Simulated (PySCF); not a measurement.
Partial charges of `Cc1cc(F)c(F)nn1`

C₅H₄F₂N₂.
Cartesian coordinates in Å at the GFN2-xTB level; atoms count from 1:
```xyz
13
C5H4F2N2 angstrom
C     -2.0943    0.3159    0.1503
C     -0.6627   -0.0928    0.0924
C      0.3476    0.8290   -0.2309
C      1.6382    0.3576   -0.2604
F      2.6654    1.1584   -0.5575
C      1.8279   -1.0033    0.0354
F      3.0473   -1.5331    0.0272
N      0.8327   -1.7998    0.3276
N     -0.3860   -1.3568    0.3560
H     -2.4139    0.7021   -0.8156
H     -2.2317    1.1028    0.8894
H     -2.7031   -0.5421    0.4168
H      0.1282    1.8626   -0.4484
```

Density: PBE0/pcSseg-1 (PySCF); schemes: Mulliken, IAO, Hirshfeld and ESP-fitted. Geometry: GFN2-xTB; no solvent, vibrations or thermal averaging.

Problem. What partial charge does each atom carry?

Solution. In e; atoms taken as equivalent share a row and are averaged (×n: the atom named and its like, n in all):

```csv
atom,environment,Mulliken,IAO,Hirshfeld,ESP-fitted
C1,benzylic-type carbon,-0.167,-0.437,-0.116,-0.545
C2,substituted aromatic carbon,-0.017,+0.132,+0.070,+0.644
C3,aromatic CH carbon,-0.124,-0.196,-0.051,-0.491
C4,aromatic C–F carbon,+0.265,+0.267,+0.088,+0.216
F5,aryl fluorine,-0.246,-0.239,-0.063,-0.149
C6,aromatic C–F carbon,+0.462,+0.358,+0.124,+0.569
F7,aryl fluorine,-0.241,-0.240,-0.068,-0.232
N8,pyridine-type nitrogen,-0.226,-0.157,-0.115,-0.335
N9,pyridine-type nitrogen,-0.241,-0.166,-0.103,-0.359
H10/H11/H12,methyl hydrogen,+0.141,+0.165,+0.054,+0.148
H13,aromatic hydrogen,+0.114,+0.182,+0.071,+0.238
```

Mean size of the charges over all atoms: ESP-fitted 0.325 e, IAO 0.221 e, Mulliken 0.194 e, Hirshfeld 0.079 e. Each set sums to the total charge, 0, to within 0.001 e. The Mulliken scheme gives each basis function's population to the atom it is centred on and halves the overlap population of two atoms between them. The ESP scheme fits charges at the nuclei, held to the total charge, to the electrostatic potential on points at 1.4 to 2.0 times the van der Waals radii.

Lowest charge. The schemes don't all agree: Mulliken F5 (-0.246); IAO C1 (-0.437); Hirshfeld C1 (-0.116); ESP-fitted C1 (-0.545).

Highest charge. The schemes don't all agree: Mulliken C6 (+0.462); IAO C6 (+0.358); Hirshfeld C6 (+0.124); ESP-fitted C2 (+0.644).

Problem. Sum the charges by element.

Solution. 
| element | atoms | Mulliken | IAO | Hirshfeld | ESP-fitted |
| --- | --- | --- | --- | --- | --- |
| C | 5 | +0.419 | +0.124 | +0.116 | +0.392 |
| F | 2 | -0.488 | -0.480 | -0.131 | -0.382 |
| N | 2 | -0.468 | -0.322 | -0.218 | -0.694 |
| H | 4 | +0.536 | +0.678 | +0.233 | +0.683 |

Problem. How closely do the schemes follow one another over all atoms?

Solution. Correlation coefficient and root-mean-square difference: IAO with Hirshfeld 0.95, 0.159 e; Mulliken with Hirshfeld 0.92, 0.147 e; Hirshfeld with ESP-fitted 0.91, 0.294 e; Mulliken with IAO 0.91, 0.099 e; IAO with ESP-fitted 0.88, 0.194 e; Mulliken with ESP-fitted 0.77, 0.245 e.

The run behind these numbers computed NMR shieldings as well. Rough CPU time on one thread of a shared machine: about 60 s.
